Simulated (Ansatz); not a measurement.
`CO[SiH2]S[SiH3]` → C• + 8 H• + O• + S• + 2 Si•  (atomization)

Gas-phase electronic energies from Ansatz, PBE0-D4/def2-TZVP geometries. CBS: MP2 limit from def2 TZ/QZ plus the TZ coupled-cluster correction, frozen cores. This one scheme is used for every species, atoms too. Functionals use def2-TZVPP. B3LYP here is the variant with VWN-RPA as its local correlation; programs differ in this. HSE06 is defined as in plane-wave codes. No spin–orbit coupling; open shells (•) take unrestricted orbitals. Spin–orbit coupling would lower the free atoms: a little for C, O, S, Si. One conformer a species, not always the lowest.

```json
{"level": "PBE0-D4", "ΔE (kJ/mol)": "4379.5", "difference from CCSD(T)/CBS": "-44.9"}
{"level": "B3LYP-D4", "ΔE (kJ/mol)": "4402.8", "difference from CCSD(T)/CBS": "-21.6"}
{"level": "CAM-B3LYP-D4", "ΔE (kJ/mol)": "4420.3", "difference from CCSD(T)/CBS": "-4.1"}
{"level": "ωB97M-V", "ΔE (kJ/mol)": "4430.0", "difference from CCSD(T)/CBS": "5.6"}
{"level": "B2PLYP", "ΔE (kJ/mol)": "4348.4", "difference from CCSD(T)/CBS": "-76.0"}
{"level": "PBE-QIDH", "ΔE (kJ/mol)": "4365.8", "difference from CCSD(T)/CBS": "-58.6"}
{"level": "BLYP", "ΔE (kJ/mol)": "4299.9", "difference from CCSD(T)/CBS": "-124.5"}
{"level": "r2SCAN", "ΔE (kJ/mol)": "4410.3", "difference from CCSD(T)/CBS": "-14.1"}
{"level": "PBE0", "ΔE (kJ/mol)": "4350.7", "difference from CCSD(T)/CBS": "-73.7"}
{"level": "HSE06", "ΔE (kJ/mol)": "4354.7", "difference from CCSD(T)/CBS": "-69.7"}
{"level": "BHLYP", "ΔE (kJ/mol)": "4276.9", "difference from CCSD(T)/CBS": "-147.5"}
{"level": "CAM-B3LYP", "ΔE (kJ/mol)": "4390.6", "difference from CCSD(T)/CBS": "-33.8"}
{"level": "MP2/def2-SVP", "ΔE (kJ/mol)": "4121.5", "difference from CCSD(T)/CBS": "-302.9"}
{"level": "CCSD/def2-SVP", "ΔE (kJ/mol)": "4070.9", "difference from CCSD(T)/CBS": "-353.5"}
{"level": "SCS-MP2/def2-QZVPP", "ΔE (kJ/mol)": "4427.0", "difference from CCSD(T)/CBS": "2.6"}
{"level": "CCSD/CBS(def2)", "ΔE (kJ/mol)": "4369.8", "difference from CCSD(T)/CBS": "-54.6"}
{"level": "CCSD(T)/CBS", "ΔE (kJ/mol)": "4424.4", "difference from CCSD(T)/CBS": "0"}
```

Largest T1 diagnostic among the species: 0.012.

From PBE to PBE0 (25 % exact exchange), in def2-TZVPP and without D4, ΔE moves by −37.3 kJ/mol: exact exchange takes away binding that semilocal exchange gives to molecules. At CCSD(T), def2-SVP lies −316.3 kJ/mol from the extrapolated value and def2-TZVPP −123.6 kJ/mol: correlation converges slowly with the basis, and small sets miss more of it in the bonded molecule than in its fragments.

For atomizations the MP2-based limit and the directly extrapolated one differ by several kJ/mol either way, and by 10 to 25 for some Ge, Se and Sn compounds, so smaller differences from it don't rank the levels.
